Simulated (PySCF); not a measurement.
Below is a simulated gas-phase Si 2p photoelectron spectrum of `[SiH2]1[SiH2][SiH2][SiH2][SiH2]1`.

Every computed line was given a Gaussian of 0.6 eV full width at half maximum and an area set by the number of equivalent atoms (split 2:1 within a doublet); the highest printed point is 100. Method: delta-SCF UKS SCAN, pcX-2 on the ionised atom, pcseg-1 elsewhere, spin-free X2C in PySCF.

(binding energy (eV), intensity): (105.2, 0), (105.3, 1), (105.4, 3), (105.5, 7), (105.6, 17), (105.7, 33), (105.8, 54), (105.9, 77), (106.0, 94), (106.1, 100), (106.2, 94), (106.3, 81), (106.4, 68), (106.5, 60), (106.6, 57), (106.7, 54), (106.8, 47), (106.9, 36), (107.0, 24), (107.1, 14), (107.2, 7), (107.3, 3), (107.4, 1), (107.5, 0), (107.6, 0)

Problem. Count the maxima, the lines and the sites behind this envelope.

Solution. The curve has 1 maximum (at 106.1 eV). Under it lie 2 lines from 1 inequivalent silicon site, drawn as a 2p3/2, 2p1/2 pair. At this width some lines have no maximum of their own.

Problem. Decompose the envelope and assign each component. Numbering: `[SiH2:1]1[SiH2:2][SiH2:3][SiH2:4][SiH2:5]1`.

Solution. 
```csv
position (eV),relative area,line,atoms,environment
106.08,3.33,Si 2p3/2,Si1 (×5),SiH2 silicon
106.70,1.67,Si 2p1/2,Si1 (×5),SiH2 silicon
```

Shake-up satellites, vibrational structure and lifetime widths aren't simulated. The first atom of each set that the bonding makes equivalent was ionised and stands for the set. The 2p values aren't plain energy differences: one relaxed spin-free 2p hole is combined with a matrix within the shell (ground-state 2p orbital-energy differences and spin–orbit coupling). 2p3/2, the mean of its two sublevels, lies a third of the splitting below the shell's mean and 2p1/2 two thirds above it; the statistical areas are 2:1. 2p1/2 minus 2p3/2 (ligand field included): Si 0.62 eV. Geometry: PBE0-D3(BJ)/def2-SVP; no solvent, vibrations or thermal averaging.

On Intel Xeon Platinum 8259CL at 2.50 GHz, one thread, shared host with 96 logical CPUs at a one-minute load of 54, this took 20 s wall and 0.47 GiB of memory at its peak.
